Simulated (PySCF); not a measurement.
# Single point on GaAs

State: ³Σ⁻ (triplet), unpaired electrons π ↑↑.

An equivalent input (the run itself took its basis sets from the Basis Set Exchange, started from a PBE0 density and held the occupation σ 9α 9β, πx 5α 4β, πy 5α 4β, δx 2α 2β, δy 2α 2β):

```python
from pyscf import gto, scf, cc
mol = gto.M(atom='Ga 0 0 0; As 0 0 2.585', basis={'Ga': 'cc-pVDZ-PP', 'As': 'cc-pVDZ-PP'}, ecp={'Ga': 'cc-pVDZ-PP', 'As': 'cc-pVDZ-PP'},
            charge=0, spin=2, verbose=4, symmetry='C2v')
mf = scf.UHF(mol)
mf.irrep_nelec = {'A1': (11, 11), 'A2': (2, 2), 'B1': (5, 4), 'B2': (5, 4)}
mf.conv_tol = 1e-9
mf.max_cycle = 60
mf.diis_space = 10
mf.kernel()
mycc = cc.CCSD(mf, frozen=[[0, 1, 2, 3, 4, 5, 6, 7, 44, 45], [0, 1, 2, 3, 4, 5, 6, 7, 44, 45]])
mycc.run(conv_tol=1e-7, conv_tol_normt=1e-5, max_cycle=80, diis_space=8)
et = mycc.ccsd_t()
```

The SCF ended at -589.51544081 hartree. The coupled-cluster part of the log:

```
******** <class 'pyscf.cc.uccsd.UCCSD'> ********
CC2 = 0
CCSD nocc = (15, 13), nmo = (36, 36)
frozen orbitals [[0, 1, 2, 3, 4, 5, 6, 7, 44, 45], [0, 1, 2, 3, 4, 5, 6, 7, 44, 45]]
max_cycle = 80
direct = 0
conv_tol = 1e-07
conv_tol_normt = 1e-05
diis_space = 8
diis_start_cycle = 0
diis_start_energy_diff = 1e+09
Init t2, MP2 energy = -0.140021680007269
Init E_corr(UCCSD) = -0.14002168001536
cycle = 1  E_corr(UCCSD) = -0.157365860267402  dE = -0.0173441803  norm(t1,t2) = 0.0782359
cycle = 2  E_corr(UCCSD) = -0.164165249521333  dE = -0.00679938925  norm(t1,t2) = 0.0307525
cycle = 3  E_corr(UCCSD) = -0.167300339699832  dE = -0.00313509018  norm(t1,t2) = 0.0157491
cycle = 4  E_corr(UCCSD) = -0.167770092535044  dE = -0.000469752835  norm(t1,t2) = 0.00428739
cycle = 5  E_corr(UCCSD) = -0.16760875421274  dE = 0.000161338322  norm(t1,t2) = 0.00235077
cycle = 6  E_corr(UCCSD) = -0.16763094863776  dE = -2.2194425e-05  norm(t1,t2) = 0.000924015
cycle = 7  E_corr(UCCSD) = -0.16763757145139  dE = -6.62281363e-06  norm(t1,t2) = 0.000273429
cycle = 8  E_corr(UCCSD) = -0.167635867493546  dE = 1.70395784e-06  norm(t1,t2) = 0.000111108
cycle = 9  E_corr(UCCSD) = -0.167637579485406  dE = -1.71199186e-06  norm(t1,t2) = 4.43335e-05
cycle = 10  E_corr(UCCSD) = -0.167637644693247  dE = -6.52078411e-08  norm(t1,t2) = 1.79576e-05
cycle = 11  E_corr(UCCSD) = -0.167637520952039  dE = 1.23741208e-07  norm(t1,t2) = 7.21601e-06
cycle = 12  E_corr(UCCSD) = -0.167637532762106  dE = -1.18100667e-08  norm(t1,t2) = 2.81507e-06
UCCSD converged
E(UCCSD) = -589.6830783387242  E_corr = -0.167637532762106
UCCSD(T) correction = -0.00607478542780606
```

T1 diagnostic 0.011, D1 0.040, 28 electrons correlated, 2 of the virtual orbitals (those above 20 hartree) left out.

Repeating this along the bond gives Re = 2.591 Å and ωe = 207 cm⁻¹.

A point of this curve took 2.8 CPU seconds beside 0.32 for the integrals (shared host).

Correlated steps freeze 8 core orbitals. Spin–orbit coupling is left out. The state was picked by a PBE0 search and need not be the measured ground state.
